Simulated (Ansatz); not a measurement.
Species: C₂H₇O₂Si (charge -1, singlet). It need not be the lowest isomer of its formula. Whether it binds its extra electron was not tested at this geometry. 
Structure (B3LYP-D3(BJ)/def2-TZVP (Ansatz, a quantum-chemistry and plane-wave program) minimum search):
SMILES: C[Si](C)([O-])O
```xyz
12

C      1.5510    -0.7926     0.5075
Si    -0.0199     0.0359    -0.2198
C     -1.4543    -0.7456     0.7876
O     -0.1652    -0.0427    -1.7649
O      0.0626     1.6313     0.3980
H      1.5690    -1.8613     0.2706
H      2.4446    -0.3408     0.0663
H      1.6261    -0.6927     1.5980
H     -2.3996    -0.2650     0.5179
H     -1.5489    -1.8125     0.5612
H     -1.3235    -0.6466     1.8729
H      0.1519     1.6373     1.3552
```
Charge -1, spin multiplicity 1.

Total electronic energies in hartree. Correlated levels leave the core frozen unless marked. No spin-orbit coupling. Non-relativistic. CBS marks a two-point X^-3 extrapolation of the correlation energy; Hartree-Fock from the larger set.

```
level                                                program  energy (Eh)
--------------------------------------------  --------------  -----------
HF/aug-cc-pV(Q+d)Z                                    Ansatz   -518.71919
PBE-D3(BJ)/def2-TZVPD                         Ansatz + dftd3   -520.21039
B3LYP-D4/def2-TZVPD                           Ansatz + dftd4            ?
PBE0/def2-SVP                                         Ansatz   -519.83138
PBE0-D3(BJ)/def2-TZVPD                        Ansatz + dftd3   -520.24749
HSE06/def2-TZVPD                                      Ansatz   -520.22122
B2PLYP-D3(BJ)/def2-TZVPD                      Ansatz + dftd3            ?
MP2/6-31G                                             Ansatz   -518.88575
SCS-MP2/aug-cc-pV(D+d)Z                               Ansatz   -519.44014
SCS-MP2/aug-cc-pV(Q+d)Z                               Ansatz   -519.78330
CCSD/aug-cc-pV(D+d)Z                                  Ansatz   -519.49525
CCSD/aug-cc-pV(T+d)Z                                  Ansatz   -519.73404
CCSD/cc-pVTZ                                          Ansatz   -519.69549
CCSD(T)/STO-3G                                        Ansatz   -512.28932
CCSD(T)/CBS(aug-cc-pV(T+d)Z,aug-cc-pV(Q+d)Z)          Ansatz    -519.8875
```

Problem. Some entries are withheld; supply them.

Solution. 
- B3LYP-D4/def2-TZVPD, energy (Eh): -520.67168
- B2PLYP-D3(BJ)/def2-TZVPD, energy (Eh): -520.33913
